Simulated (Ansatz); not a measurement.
`SC1C[SiH2]1` and `CNC1C[SiH2]1` differ in one atom or group.

Ansatz, PBE0-D4/def2-TZVP geometries, multiplicity 1. Each molecule was computed in one conformer, which needn't be the lowest.

```
                                                                                  property  `SC1C[SiH2]1`
                                            size of the dipole moment (PBE/def2-TZVPP) / D           1.39
                                                        LUMO energy (PBE0/def2-TZVPP) / eV          -0.19
                                        size of the dipole moment (ωB97M-V/def2-TZVPP) / D           1.60
ideal-gas entropy at 298 K and 1 bar (rigid rotor, harmonic PBE0-D4/def2-TZVP) / J/(mol·K)            314
                                            zero-point energy (PBE0-D4/def2-TZVP) / kJ/mol          182.6
                                                   HOMO–LUMO gap (ωB97M-V/def2-TZVPP) / eV          10.06
```

Question: Give the same properties after the change, and the shifts. (Estimate.)

Answer: Ansatz gave: 
```tsv
property	`CNC1C[SiH2]1`	shift
size of the dipole moment (PBE/def2-TZVPP) / D	0.88	-0.51
LUMO energy (PBE0/def2-TZVPP) / eV	0.26	0.45
size of the dipole moment (ωB97M-V/def2-TZVPP) / D	0.83	-0.77
ideal-gas entropy at 298 K and 1 bar (rigid rotor, harmonic PBE0-D4/def2-TZVP) / J/(mol·K)	331	17
zero-point energy (PBE0-D4/def2-TZVP) / kJ/mol	302.6	120.0
HOMO–LUMO gap (ωB97M-V/def2-TZVPP) / eV	10.39	0.33
```

With PBE0 the HOMO rises by 0.13 eV and the LUMO rises by 0.45 eV, so the gap widens by about 0.32 eV. PBE moves the HOMO by 0.29 eV and ωB97M-V by 0.02 eV. The zero-point energy changes by 120.0 kJ/mol with +12 modes. Dipoles are sizes alone; their direction can turn.
